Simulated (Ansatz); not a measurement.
Geometry optimisation, Ansatz 0.2.0, RKS r2SCAN/def2-SVP.

input.yaml

```yaml
crystal:
  periodic: [false, false, false]
  atoms:
    - { symbol: C, position_ang: [-1.6993, 0.3888, 1.1512] }
    - { symbol: Si, position_ang: [-0.276, 0.4643, -0.0044] }
    - { symbol: O, position_ang: [-0.71695, 1.40256, -1.34035] }
    - { symbol: "N", position_ang: [1.13019, 1.24699, 0.79885] }
    - { symbol: Al, position_ang: [2.62658, 1.19332, -0.31876] }
    - { symbol: H, position_ang: [-2.6158, 0.0068, 0.6076] }
    - { symbol: H, position_ang: [-1.4821, -0.1761, 2.0372] }
    - { symbol: H, position_ang: [-1.9561, 1.4854, 1.4475] }
    - { symbol: H, position_ang: [0.05181, -0.86255, -0.47798] }
    - { symbol: H, position_ang: [-0.94221, 2.33602, -0.97867] }
    - { symbol: H, position_ang: [0.83329, 2.2178, 1.03734] }
    - { symbol: H, position_ang: [3.32836, -0.17688, -0.608] }
    - { symbol: H, position_ang: [2.54176, 2.10282, -1.58559] }
basis:
  gaussian: { orbitals: def2-SVP }
hamiltonian:
  xc: r2scan
relax:
  f_tol: 0.015
  max_steps: 40
```

Run as:

```bash
$ ansatz run input.yaml --threads 2 --pin off --max-ram 3072MiB --backend cpu --events-out ev --progress --plain --runs-dir out
```

Where does it end, and by what steps?

The forces met the threshold. After 14 steps the energy has fallen by 1.134 eV; H13 moved furthest, 2.09 Å.

| step | energy less start (eV) | largest force component (eV/Å) | accepted |
| --- | --- | --- | --- |
| 0 | 0.0000 | 2.172 | yes |
| 1 | -0.5579 | 0.792 | yes |
| 2 | -0.7098 | 0.426 | yes |
| 3 | -0.7977 | 0.387 | yes |
| 4 | -0.8639 | 0.196 | yes |
| 5 | -0.9170 | 0.185 | yes |
| 6 | -0.9686 | 0.176 | yes |
| 7 | -1.0089 | 0.215 | yes |
| 8 | -1.0514 | 0.145 | yes |
| 9 | -1.0857 | 0.101 | yes |
| 10 | -1.1112 | 0.111 | yes |
| 11 | -1.1243 | 0.225 | yes |
| 12 | -1.1279 | 0.197 | yes |
| 13 | -1.1334 | 0.067 | yes |
| 14 | -1.1337 | 0.013 | yes |

```xyz
13
Properties=species:S:1:pos:R:3
C -1.607 0.543 1.293
Si -0.435 0.467 -0.166
O -1.207 0.962 -1.566
N 0.990 1.405 0.208
Al 2.672 1.203 -0.378
H -2.533 -0.018 1.087
H -1.146 0.119 2.199
H -1.897 1.583 1.526
H -0.016 -0.922 -0.483
H -1.559 1.860 -1.571
H 0.817 2.188 0.841
H 2.990 -0.018 -1.337
H 3.753 2.258 0.111
```

Run time: 81 s on 2 threads of Arm Neoverse V2, on a shared host, peak memory 0.21 GiB.
